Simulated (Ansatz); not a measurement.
`C[Si](N)(F)Cl` → `[CH2]` (triplet) + `N[SiH](F)Cl` at 400 K and 1 bar (formal loss of a carbene).

Gas-phase electronic energies from Ansatz, PBE0-D4/def2-TZVP geometries. CCSD(T)/CBS is the MP2 limit (def2-TZVPP, def2-QZVPP) plus CCSD(T) − MP2 in def2-TZVPP, frozen cores. This one scheme is used for every species. Triplets are unrestricted, without spin–orbit coupling. Each species was taken in one conformer, which may not be the lowest.

```json
{"species": "`C[Si](N)(F)Cl`", "CCSD(T)/CBS energy (Eh)": "-944.59780", "H − E (kJ/mol)": "213.5", "S (J/(mol·K))": "388.8"}
{"species": "`[CH2]` (triplet)", "CCSD(T)/CBS energy (Eh)": "-39.09499", "H − E (kJ/mol)": "59.0", "S (J/(mol·K))": "205.7"}
{"species": "`N[SiH](F)Cl`", "CCSD(T)/CBS energy (Eh)": "-905.31614", "H − E (kJ/mol)": "130.9", "S (J/(mol·K))": "344.1"}
```

H − E and S are ideal-gas, rigid-rotor, harmonic terms from PBE0-D4/def2-TZVP, for one conformer and one mirror image of each species, with the whole ground term of open shells counted as degenerate. 1 Eh = 2625.50 kJ/mol, R = 8.31446 J/(mol·K).

Question: By hand: ΔE, ΔH, ΔS and ΔG.

Answer: ΔE = (-39.09499) + (-905.31614) − (-944.59780) = 0.18667 Eh = 490.1 kJ/mol. Δ(H − E) = 59.0 + 130.9 − 213.5 = -23.6, so ΔH = 466.5 kJ/mol. ΔS = 205.7 + 344.1 − 388.8 = 161.0 J/(mol·K). ΔG = 466.5 − 400 × (161.0)/1000 = 402.1 kJ/mol.

Question: By hand: the equilibrium constant, and the temperature at which ΔG would vanish if ΔH and ΔS stayed fixed.

Answer: log₁₀ K = −ΔG/(RT ln 10) = -52.5. ΔG = 0 at ΔH/ΔS = 2898 K, far beyond where these terms or the molecules hold.

The number of gas molecules changes by +1, which sets the sign of ΔS. A doubt of 5 kJ/mol in ΔE shifts log₁₀ K by 0.7 here. Other conformers and mirror images would add mixing entropy, several J/(mol·K) or more a flexible species. A triplet takes part, so the spin changes. These are equilibria of isolated gas molecules and say nothing of rates. Largest T1 diagnostic: 0.011 (customary marks: 0.02 for closed shells, 0.045 for open ones).
